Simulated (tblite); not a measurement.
2-vinyl-1,3-dioxolane, C5H8O2.
Bonds: C1–C2 (double), C2–C3, C3–O4, O4–C5, C5–C6, C6–O7, C3–O7. Hydrogens: H8, H9 on C1; H10 on C2; H11 on C3; H12, H13 on C5; H14, H15 on C6.

Computed with GFN2-xTB (tblite), gas phase: Langevin dynamics at 300 K from the optimised GFN2-xTB geometry, time step 0.5 fs, friction 0.01 fs⁻¹, 2000 steps. The instantaneous temperature is 2·E(kin)/(3Nk) with all 3N coordinates.

| t (fs) | T (K) | E(pot) above start (eV) | C1=C2 (Å) | C2–C3 (Å) | C3–O4 (Å) | O4–C5 (Å) | C5–C6 (Å) | C1–H8 (Å) | C1–C2–C3–O4 (°) |
| --- | --- | --- | --- | --- | --- | --- | --- | --- | --- |
| 0 | 239 | 0.000 | 1.318 | 1.513 | 1.405 | 1.414 | 1.545 | 1.078 | -15 |
| 25 | 148 | 0.326 | 1.322 | 1.506 | 1.408 | 1.437 | 1.505 | 1.045 | -11 |
| 50 | 199 | 0.276 | 1.313 | 1.543 | 1.415 | 1.443 | 1.530 | 1.111 | -10 |
| 75 | 215 | 0.294 | 1.298 | 1.525 | 1.389 | 1.431 | 1.577 | 1.083 | -6 |
| 100 | 148 | 0.453 | 1.339 | 1.555 | 1.388 | 1.358 | 1.577 | 1.055 | -2 |
| 125 | 208 | 0.198 | 1.307 | 1.533 | 1.408 | 1.403 | 1.543 | 1.095 | -1 |
| 150 | 178 | 0.298 | 1.300 | 1.501 | 1.396 | 1.440 | 1.536 | 1.093 | 9 |
| 175 | 186 | 0.315 | 1.335 | 1.493 | 1.395 | 1.453 | 1.566 | 1.060 | 11 |
| 200 | 223 | 0.299 | 1.335 | 1.559 | 1.434 | 1.409 | 1.552 | 1.065 | 9 |
| 225 | 193 | 0.393 | 1.287 | 1.543 | 1.399 | 1.334 | 1.584 | 1.085 | 14 |
| 250 | 228 | 0.336 | 1.318 | 1.508 | 1.400 | 1.387 | 1.537 | 1.057 | 11 |
| 275 | 228 | 0.286 | 1.335 | 1.503 | 1.421 | 1.462 | 1.542 | 1.099 | 17 |
| 300 | 263 | 0.298 | 1.316 | 1.515 | 1.397 | 1.472 | 1.535 | 1.100 | 20 |
| 325 | 318 | 0.356 | 1.314 | 1.553 | 1.422 | 1.392 | 1.529 | 1.069 | 12 |
| 350 | 204 | 0.587 | 1.332 | 1.489 | 1.428 | 1.392 | 1.567 | 1.071 | -8 |
| 375 | 172 | 0.581 | 1.317 | 1.480 | 1.473 | 1.446 | 1.530 | 1.070 | -13 |
| 400 | 243 | 0.378 | 1.314 | 1.509 | 1.383 | 1.432 | 1.539 | 1.134 | -22 |
| 425 | 276 | 0.343 | 1.330 | 1.531 | 1.420 | 1.416 | 1.548 | 1.051 | -23 |
| 450 | 427 | 0.366 | 1.311 | 1.534 | 1.430 | 1.392 | 1.577 | 1.039 | -13 |
| 475 | 281 | 0.707 | 1.298 | 1.546 | 1.400 | 1.386 | 1.496 | 1.165 | 1 |
| 500 | 353 | 0.480 | 1.337 | 1.506 | 1.392 | 1.462 | 1.520 | 1.093 | -4 |
| 525 | 262 | 0.532 | 1.312 | 1.521 | 1.427 | 1.473 | 1.566 | 1.018 | -2 |
| 550 | 372 | 0.487 | 1.316 | 1.533 | 1.408 | 1.411 | 1.557 | 1.113 | -7 |
| 575 | 290 | 0.590 | 1.329 | 1.518 | 1.452 | 1.354 | 1.537 | 1.099 | -9 |
| 600 | 296 | 0.736 | 1.330 | 1.484 | 1.436 | 1.382 | 1.493 | 1.026 | -17 |
| 625 | 377 | 0.536 | 1.305 | 1.518 | 1.377 | 1.401 | 1.586 | 1.140 | -17 |
| 650 | 303 | 0.664 | 1.299 | 1.541 | 1.398 | 1.369 | 1.670 | 1.128 | -25 |
| 675 | 345 | 0.589 | 1.345 | 1.493 | 1.405 | 1.389 | 1.530 | 1.016 | -34 |
| 700 | 321 | 0.650 | 1.316 | 1.505 | 1.431 | 1.435 | 1.539 | 1.115 | -12 |
| 725 | 326 | 0.519 | 1.314 | 1.529 | 1.354 | 1.432 | 1.571 | 1.130 | -10 |
| 750 | 367 | 0.688 | 1.345 | 1.521 | 1.403 | 1.420 | 1.483 | 1.041 | -17 |
| 775 | 348 | 0.725 | 1.329 | 1.523 | 1.427 | 1.441 | 1.602 | 1.130 | -19 |
| 800 | 350 | 0.505 | 1.312 | 1.496 | 1.417 | 1.355 | 1.587 | 1.087 | -28 |
| 825 | 301 | 0.698 | 1.316 | 1.532 | 1.368 | 1.405 | 1.532 | 1.034 | -29 |
| 850 | 263 | 0.648 | 1.342 | 1.527 | 1.413 | 1.429 | 1.484 | 1.106 | -36 |
| 875 | 342 | 0.571 | 1.331 | 1.534 | 1.377 | 1.488 | 1.544 | 1.112 | -44 |
| 900 | 286 | 0.660 | 1.302 | 1.543 | 1.386 | 1.428 | 1.554 | 1.036 | -57 |
| 925 | 331 | 0.632 | 1.321 | 1.484 | 1.423 | 1.374 | 1.514 | 1.157 | -50 |
| 950 | 377 | 0.428 | 1.348 | 1.522 | 1.479 | 1.368 | 1.538 | 1.094 | -29 |
| 975 | 284 | 0.419 | 1.320 | 1.470 | 1.432 | 1.442 | 1.532 | 1.026 | -20 |
| 1000 | 271 | 0.542 | 1.295 | 1.510 | 1.405 | 1.476 | 1.513 | 1.136 | -3 |

**Question.** From 500 fs on, how do temperature and potential energy compare with equipartition?

**Answer.** The mean temperature of these 21 frames is 322 K against the target 300 K, and the mean potential energy 0.59 eV against 39 × kT/2 = 0.50 eV for 39 classical harmonic modes. For 15 atoms in a canonical ensemble the temperature itself scatters by T·√(2/(3N)) = 63 K; here its standard deviation is 37 K. The whole run lasts only 10 friction times of 100 fs, so these averages carry a wide statistical error.

**Question.** What are the kinetic and total energies of the listed frame with the highest potential energy?

**Answer.** The one at 600 fs, 0.736 eV above the start. Its kinetic energy is 3NkT/2 = 0.575 eV at 296 K, so the sum is 1.31 eV; over the listed frames the sum runs from 0.46 to 1.40 eV, since the thermostat adds and removes energy.

**Question.** How much do the listed bonds fluctuate from 500 fs on?

**Answer.** 
```json
{"bond": "C1=C2", "at the start (Å)": "1.318", "mean (Å)": "1.322", "standard deviation (Å)": "0.015"}
{"bond": "C2–C3", "at the start (Å)": "1.513", "mean (Å)": "1.515", "standard deviation (Å)": "0.019"}
{"bond": "C3–O4", "at the start (Å)": "1.405", "mean (Å)": "1.410", "standard deviation (Å)": "0.029"}
{"bond": "O4–C5", "at the start (Å)": "1.414", "mean (Å)": "1.416", "standard deviation (Å)": "0.039"}
{"bond": "C5–C6", "at the start (Å)": "1.545", "mean (Å)": "1.545", "standard deviation (Å)": "0.042"}
{"bond": "C1–H8", "at the start (Å)": "1.078", "mean (Å)": "1.087", "standard deviation (Å)": "0.045"}
```

The motion is classical and holds no zero-point motion.

What follows is the cost of the whole dynamics run. Time: 8.6 s of wall time; peak memory 0.18 GiB. Hardware: Intel Xeon Platinum 8488C, one thread, on a shared host.
